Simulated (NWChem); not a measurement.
System: PbS, singlet; SMILES [S]=[Pb]

The following NWChem deck was run.

```
start job
memory heap 200 mb stack 900 mb global 1100 mb
geometry units angstroms noautoz
  Pb     0.000000     0.000000    -0.364301
  S      0.000000     0.000000     1.917423
end
basis spherical
  Pb library def2-svp
  S library def2-svp
end
ecp
  Pb library def2-ecp
end
dft
  xc mn15-l
  iterations 150
  mulliken
end
task dft energy
```

Low-valent species are run as closed-shell singlets; no triplet was tried in these runs. Coordinates come from a PBE0-D3(BJ)/def2-TZVP optimisation. def2 effective core potentials on Pb; no spin-orbit coupling.

Q: What results follow from this input? (MN15-L/def2-SVP with def2 effective core potentials on Pb.) Quantities: energy (Ha); highest occupied level (eV); orbital gap (eV); dipole (D).

A: The energy (Ha) is -590.32 and the highest occupied level (eV) is -6.24. The orbital gap (eV) is 3.39 and the dipole (D) comes out as 3.89.
